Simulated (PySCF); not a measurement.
O₂Se, SMILES O=[Se]=O (connectivity only; charge and spin as stated), charge -1, multiplicity 2.

Geometry: B3LYP-D3(BJ)/def2-SVPD. The spin state was assumed, not searched.

These are PySCF with B3LYP-D3(BJ)/def2-SVPD values and carry that method's errors.

Frequencies are harmonic and unscaled.

| mode | ν (cm⁻¹) | IR (km/mol) | moving atoms (share of kinetic energy) |
|---|---|---|---|
| 1 | 319 | 20.2 | O 83 %, Se 17 % |
| 2 | 800 | 44.7 | O 88 %, Se 12 % |
| 3 | 810 | 224.8 | O 78 %, Se 22 % |
